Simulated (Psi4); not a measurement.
C₅H₁₀N, doublet, at a GFN2-xTB geometry; CISD/def2-SV(P) (Psi4).

Psi4 was given this input:
```
memory 2 GB

molecule mol {
0 2
  C     2.670899    0.279075    0.543485
  C     1.200114    0.307576    0.508086
  N     0.460203    0.115121   -0.464430
  C    -0.971874    0.126020   -0.518744
  C    -1.630740    0.609295    0.776100
  C    -1.448310   -1.280574   -0.888600
  H     3.033960    1.251467    0.874806
  H     3.116674    0.042139   -0.427941
  H     2.992035   -0.462417    1.274317
  H    -1.235074    0.811400   -1.336724
  H    -1.371270   -0.060744    1.592464
  H    -1.279177    1.607894    1.024165
  H    -2.711302    0.631085    0.661402
  H    -2.524092   -1.283783   -1.043262
  H    -0.959692   -1.614109   -1.800607
  H    -1.204019   -1.977136   -0.089578
}

set basis def2-sv(p)
set reference uhf

energy('cisd')
print_variables()
```

Q: Predict the main parts of the log of this Psi4 run.

A: 
```
Traceback (most recent call last):
  File "psi4", line 375, in <module>
  File "<string>", line 37, in <module>
  File "site-packages/psi4/driver/driver.py", line 461, in energy
  File "site-packages/psi4/driver/task_planner.py", line 255, in task_planner
  File "site-packages/psi4/driver/driver_util.py", line 222, in negotiate_derivative_type
  File "site-packages/psi4/driver/driver_util.py", line 355, in highest_analytic_derivative_available

psi4.driver.p4util.exceptions.MissingMethodError: Method=cisd is not available for any derivative level under conditions CI_TYPE=CONV, REFERENCE=UHF, FREEZE_CORE=FALSE, QC_MODULE=(auto). See https://psicode.org/psi4manual/master/introduction.html#ss-cisd. Or did you mean? ccd ccsd cisdt cisdtq qcisd lccsd ci2 ci3 ci4 ci5 ci6 ci7 ci8 ci9 ci10 ci11 ci12 ci13 ci14 ci15 ci16 ci17 ci18 ci19 ci20 ci21 ci22 ci23 ci24 ci25 ci26 ci27 ci28 ci29 ci30 ci31 ci32 ci33 ci34 ci35 ci36 ci37 ci38 ci39 ci40 ci41 ci42 ci43 ci44 ci45 ci46 ci47 ci48 ci49 ci50 ci51 ci52 ci53 ci54 ci55 ci56 ci57 ci58 ci59 ci60 ci61 ci62 ci63 ci64 ci65 ci66 ci67 ci68 ci69 ci70 ci71 ci72 ci73 ci74 ci75 ci76 ci77 ci78 ci79 ci80 ci81 ci82 ci83 ci84 ci85 ci86 ci87 ci88 ci89 ci90 ci91 ci92 ci93 ci94 ci95 ci96 ci97 ci98

Printing out the relevant lines from the Psithon --> Python processed input file:
      H    -1.204019   -1.977136   -0.089578
    ""","mol")
    core.IO.set_default_namespace("mol")
    core.set_global_option("BASIS", "def2-sv(p)")
    core.set_global_option("REFERENCE", "uhf")
--> energy('cisd')
    print_variables()

!----------------------------------------------------------------------------------!
!                                                                                  !
!  Method=cisd is not available for any derivative level under conditions          !
!     CI_TYPE=CONV, REFERENCE=UHF, FREEZE_CORE=FALSE, QC_MODULE=(auto). See        !
!     https://psicode.org/psi4manual/master/introduction.html#ss-cisd. Or did you  !
!     mean? ccd ccsd cisdt cisdtq qcisd lccsd ci2 ci3 ci4 ci5 ci6 ci7 ci8 ci9 ci10 !
!     ci11 ci12 ci13 ci14 ci15 ci16 ci17 ci18 ci19 ci20 ci21 ci22 ci23 ci24 ci25   !
!     ci26 ci27 ci28 ci29 ci30 ci31 ci32 ci33 ci34 ci35 ci36 ci37 ci38 ci39 ci40   !
!     ci41 ci42 ci43 ci44 ci45 ci46 ci47 ci48 ci49 ci50 ci51 ci52 ci53 ci54 ci55   !
!     ci56 ci57 ci58 ci59 ci60 ci61 ci62 ci63 ci64 ci65 ci66 ci67 ci68 ci69 ci70   !
!     ci71 ci72 ci73 ci74 ci75 ci76 ci77 ci78 ci79 ci80 ci81 ci82 ci83 ci84 ci85   !
!     ci86 ci87 ci88 ci89 ci90 ci91 ci92 ci93 ci94 ci95 ci96 ci97 ci98             !
!                                                                                  !
!----------------------------------------------------------------------------------!
```

The input was rejected before any calculation.
